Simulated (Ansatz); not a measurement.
Bond stretch in Be2, singlet.

Methods: RKS-PBE = restricted PBE/aug-cc-pVTZ in Ansatz (a program for electronic structure); UKS-PBE = unrestricted PBE/aug-cc-pVTZ (Ansatz); RKS-PBE0 = restricted PBE0/aug-cc-pVTZ (Ansatz); FCI = full CI/aug-cc-pVTZ, frozen core (Ansatz).

Energies relative to the lowest point of each curve near equilibrium, in kJ/mol; the last columns give the error against full CI:

| R / Å | RKS-PBE | UKS-PBE | RKS-PBE0 | FCI | RKS-PBE − FCI | UKS-PBE − FCI | RKS-PBE0 − FCI |
|---|---|---|---|---|---|---|---|
| 1.89 | 62.1 | 46.7 | 69.2 | 58.0 | 4.1 | -11.3 | 11.2 |
| 2.02 | 29.3 | 21.2 | 34.8 | 27.8 | 1.5 | -6.6 | 7.0 |
| 2.15 | 11.1 | 6.7 | 15.1 | 11.3 | -0.2 | -4.6 | 3.8 |
| 2.26 | 3.3 | 1.4 | 6.0 | 4.2 | -0.8 | -2.8 | 1.8 |
| 2.38 | 0.2 | 0.0 | 1.2 | 0.8 | -0.6 | -0.8 | 0.5 |
| 2.40 | 0.0 | 0.1 | 0.8 | 0.5 | -0.5 | -0.4 | 0.3 |
| 2.52 | 0.7 | 1.5 | 0.0 | 0.0 | 0.7 | 1.5 | 0.0 |
| 2.64 | 3.2 | 4.1 | 1.0 | 0.6 | 2.6 | 3.5 | 0.4 |
| 2.67 | 4.1 | 5.0 | 1.5 | 0.8 | 3.2 | 4.1 | 0.6 |
| 2.78 | 7.4 | 8.3 | 3.5 | 1.8 | 5.6 | 6.5 | 1.7 |
| 2.91 | 11.7 | 12.6 | 6.3 | 2.9 | 8.8 | 9.7 | 3.4 |
| 3.09 | 17.4 | 18.3 | 10.3 | 4.1 | 13.4 | 14.3 | 6.2 |
| 3.43 | 26.5 | 27.4 | 16.7 | 5.3 | 21.2 | 22.1 | 11.4 |
| 3.77 | 32.6 | 33.5 | 21.1 | 5.9 | 26.7 | 27.6 | 15.2 |
| 4.15 | 36.6 | 37.5 | 24.1 | 6.5 | 30.2 | 31.1 | 17.6 |
| 4.50 | 38.7 | 39.6 | 25.6 | 6.9 | 31.8 | 32.7 | 18.7 |
| 5.11 | 40.3 | 41.2 | 26.9 | 7.6 | 32.7 | 33.6 | 19.3 |
| 5.55 | 40.8 | 41.7 | 27.3 | 8.0 | 32.8 | 33.8 | 19.3 |
| 6.19 | 41.2 | 42.1 | 27.5 | 8.3 | 32.9 | 33.8 | 19.2 |
| 6.83 | 41.3 | 42.2 | 27.6 | 8.4 | 32.9 | 33.8 | 19.2 |
| 7.43 | 41.4 | 42.3 | 27.7 | 8.5 | 32.9 | 33.8 | 19.2 |

RKS-PBE is furthest from FCI at 6.19 (32.9 kJ/mol, above); its mean absolute error over the points is 15.1 kJ/mol.

UKS-PBE is furthest from FCI at 6.19 (33.8 kJ/mol, above); its mean absolute error over the points is 16.6 kJ/mol.

RKS-PBE0 is furthest from FCI at 5.55 (19.3 kJ/mol, above); its mean absolute error over the points is 9.3 kJ/mol.

The unrestricted determinant behind UKS-PBE is spin-contaminated at 1.89 to 2.52 Å (<S²> up to 0.7, against 0.00 for a pure singlet). Also computed but left out beside FCI, since their determinant holds another spin at the minimum (<S²> over 0.7 above the pure value): UHF, UMP2, UMP2/6-31G*.
